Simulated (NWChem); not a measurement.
**Lowest excitation of F2Sn**

```
Sn
F 1 1.9598
F 1 1.9598 2 96.28
```
Charge 0, spin multiplicity 1.

Program: NWChem. All single points use one geometry, from B3LYP/def2-SVP with def2 effective core potentials on Sn, a minimum by its harmonic frequencies.

Basis set: def2-SVPD.

Effective core potentials replace the inner electrons of Sn; spin-orbit coupling is left out. The correlated methods keep 6 core orbitals frozen. B3LYP has NWChem's definition, with VWN1-RPA local correlation. The structure started from a generated list of species. Coupled-cluster values serve here as a point of comparison, not as the truth.

Task: For the lowest vertical singlet excitation energy, TD-PBE gives 4.62 eV and CIS gives 5.78 eV. What do TD-B3LYP, EOM-CCSD, TD-CAM-B3LYP give?

Result: TD-B3LYP: 4.93 eV; EOM-CCSD: 5.21 eV; TD-CAM-B3LYP: 5.06 eV.
